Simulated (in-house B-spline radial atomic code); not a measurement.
Orbital energies and mean radii along the 37-electron series, configuration 1s2 2s2 2p6 3s2 3p6 3d10 4s2 4p6 4d3/2(1). The effective charge is n√(-2ε), a non-relativistic measure. Computed with an all-electron radial atomic-structure program (B-spline basis): Dirac-Hartree-Fock, jj configuration that fills j = l - 1/2 first, finite nuclei.

```
  ion   Z  energy of 3p1/2 (Eh)  mean radius of 3p1/2 (bohr)  energy of 3p3/2 (Eh)  mean radius of 3p3/2 (bohr)  effective charge of 3p1/2
Sb14+  51                -42.53                      0.31771               -40.739                      0.32832                     27.668
Te15+  52               -45.851                      0.30905               -43.878                      0.31977                     28.728
 I16+  53                     ?                            ?                     ?                            ?                          ?
Xe17+  54                     ?                            ?                     ?                            ?                          ?
Cs18+  55                 -56.6                      0.28547               -53.996                      0.29651                     31.919
Ba19+  56               -60.448                      0.27831               -57.602                      0.28946                     32.986
```

Task: Fill in the row of I16+.

Result: energy of 3p1/2 (Eh): -49.302; mean radius of 3p1/2 (bohr): 0.30082; energy of 3p3/2 (Eh): -47.135; mean radius of 3p3/2 (bohr): 0.31163; effective charge of 3p1/2: 29.79.

Task: Fill in the row of Xe17+.

Result: energy of 3p1/2 (Eh): -52.885; mean radius of 3p1/2 (bohr): 0.29296; energy of 3p3/2 (Eh): -50.507; mean radius of 3p3/2 (bohr): 0.30389; effective charge of 3p1/2: 30.853.

Task: How does the screening of 3p1/2 change?

Result: Z less the effective charge goes from 23.33 at Z = 51 to 23.01 at Z = 56.
